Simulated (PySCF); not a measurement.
# Basis and Hamiltonian dependence of the ionisation energy of C+

C+ [He] 2s2 2p1 (2P) → C(2+) [He] 2s2 (1S). All values are computed (PySCF 2.14, energy differences of UHF-based or UKS calculations, no spin-orbit coupling). Values in eV.

```tsv
basis	Hamiltonian	functions	UHF	r2SCAN	PBE0	MP2 (valence)	CCSD(T) (valence)	CCSD(T) (valence and next inner shell)
cc-pVDZ	non-relativistic	14	24.189	n/a	24.880	24.240	24.063	n/a
x2c-SVPall	spin-free X2C	14	24.304	25.131	n/a	24.351	24.149	n/a
cc-pVDZ-DK	spin-free X2C	14	24.184	n/a	n/a	24.235	24.059	n/a
jorge-DZP-DKH	spin-free X2C	15	24.157	n/a	24.812	24.217	24.053	n/a
pcseg-2	non-relativistic	30	24.187	25.048	n/a	24.387	24.248	n/a
def2-TZVPPD	non-relativistic	37	24.170	25.003	24.835	24.373	24.235	24.257
x2c-TZVPPall with one added diffuse shell each of s, p, d type	spin-free X2C	40	24.167	25.000	24.831	24.370	24.232	24.254
aug-cc-pVTZ	non-relativistic	46	24.150	24.984	24.815	24.364	24.229	n/a
ANO-RCC-VQZP	spin-free X2C	55	24.179	25.029	24.855	24.420	n/a	n/a
x2c-QZVPPall	spin-free X2C	57	24.169	25.008	24.835	24.416	24.277	24.319
aug-cc-pCVTZ-DK	spin-free X2C	59	24.149	24.987	24.819	24.367	24.235	24.278
def2-QZVPPD	non-relativistic	63	24.173	25.011	24.838	24.420	24.280	24.322
dyall-acv3z	spin-free X2C	76	24.168	25.000	24.834	24.381	24.247	24.284
aug-cc-pCVQZ-DK	spin-free X2C	109	24.166	25.002	24.832	24.419	n/a	n/a
```

Extrapolation of MP2 (valence) from aug-cc-pCVTZ-DK and aug-cc-pCVQZ-DK: the correlation parts are 0.218 and 0.252 eV; with the X⁻³ form and unrounded values, (4³ × 0.252 − 3³ × 0.218)/(4³ − 3³) = 0.277 eV, and adding the Hartree-Fock value 24.166 eV of the larger basis gives 24.444 eV.

Frozen in the all-electron rows: valence: 1s2; valence and next inner shell: nothing.

Reference for a calculation without spin-orbit coupling: 24.378 eV (measured, between term centres; NIST).
